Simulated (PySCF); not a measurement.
Two-dimensional NMR puzzle

Compound of formula C5H9NSi. Correlations simulated from computed shifts and the bond graph:

HSQC (one-bond C–H):
| δH | δC |
| --- | --- |
| 6.09 | 136.8 |
| 6.03 | 136.8 |
| 2.21 | 38.3 |
| 1.02 | 13.2 |

COSY cross peaks (H two or three bonds apart, from the bond graph; peaks can be absent where the dihedral angle is near 90°):
| δH | δH |
| --- | --- |
| 6.09 | 6.03 |
| 3.88 | 1.02 |
| 2.21 | 1.02 |

HMBC (two and three bonds, from the bond graph):
| δH | δC |
| --- | --- |
| 6.09 | 135.0, 123.6, 38.3 |
| 6.03 | 135.0, 123.6, 38.3 |
| 3.88 | 38.3, 13.2 |
| 2.21 | 136.8, 135.0, 123.6, 13.2 |
| 1.02 | 135.0, 38.3 |

Carbons without hydrogens: δ 135.0, 123.6.

How the numbers were obtained: structure optimised with GFN2-xTB, shieldings: GIAO PBE0/pcSseg-1, in PySCF 2.14 (non-relativistic Hamiltonian, one conformer, one averaged value for each set of equivalent atoms, in vacuum).

Shifts are taken against calculated references (same method and geometry level): 1H (σref 31.72) and 13C (σref 186.93) against TMS.

Exchangeable hydrogens are left out of these lists.

Which molecule is this?

## Answers

`C=C(C#N)CC[SiH3]`.

Atom-mapped SMILES (the numbers label the heavy atoms): `[CH2:1]=[C:2]([C:3]#[N:4])[CH2:5][CH2:6][SiH3:7]`; H(Xn) means a hydrogen on atom n. Ha(C1) is cis to C3; Hb(C1) is trans to C3.

1. δC 136.8 is C1, a terminal =CH2 carbon (δH 6.09, 6.03).
2. δC 135.0 is C2, a fully substituted alkene carbon.
3. δC 123.6 is C3, a nitrile carbon.
4. δC 38.3 is C5, an allylic sp3 CH2 (δH 2.21).
5. δC 13.2 is C6, an sp3 CH2 bonded to Si (δH 1.02).
6. HMBC from δH 6.09 reaches the proton-free carbons C2, C3.
7. HMBC from δH 6.03 reaches the proton-free carbons C2, C3.
8. HMBC from δH 2.21 reaches the proton-free carbons C2, C3.
9. HMBC from δH 1.02 reaches the proton-free carbon C2.
10. COSY links 6.09–6.03, 3.88–1.02, 2.21–1.02.

The data come from this structure; uniqueness wasn't tested.

Shifts are as computed. Against solution values, carbons near 30 ppm lie about +3 ppm off and those near 130 ppm about +5 ppm. Of 1211 compounds with measured shifts, 218 miss one by over three times the rms of a fit or turn the order of signals round; such compounds aren't used in these exercises.
